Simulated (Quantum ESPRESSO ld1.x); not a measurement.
Task: These are the eigenvalues of the occupied orbitals of an atom or ion with whole-number occupations (eV). Method: Dirac Kohn-Sham, LDA (Slater exchange, VWN5 correlation), spin-unpolarised, spherical densities, point nucleus; computed with ld1.x of Quantum ESPRESSO 7.5.

1s1/2: -71548.3
2s1/2: -12434.6
2p1/2: -11902.8
2p3/2: -10464.5
3s1/2: -2912.34
3p1/2: -2674.67
3p3/2: -2362.39
3d3/2: -1962.25
3d5/2: -1894.41
4s1/2: -642.257
4p1/2: -543.161
4p3/2: -470.064
4d3/2: -307.160
4d5/2: -293.654
5s1/2: -129.249
5p1/2: -98.8521
4f5/2: -88.2911
5p3/2: -87.3803
4f7/2: -85.7684
5d3/2: -46.6473

Which element is it, and in what charge state? The configuration may be excited. Open shells, if any, fill j = l - 1/2 first.

Result: Z = 75, rhenium, charge +4: Re4+ in [Xe] 4f14 5d3. The list shows which subshells hold electrons but not how many an open one holds; the 1s level, -2629.4 hartree, gives Z - s = 72.5 by -(Z - s)^2/2, which with screening and relativity narrows Z to a few neighbours, and the depths of the outer levels then fix element, charge and occupations together.
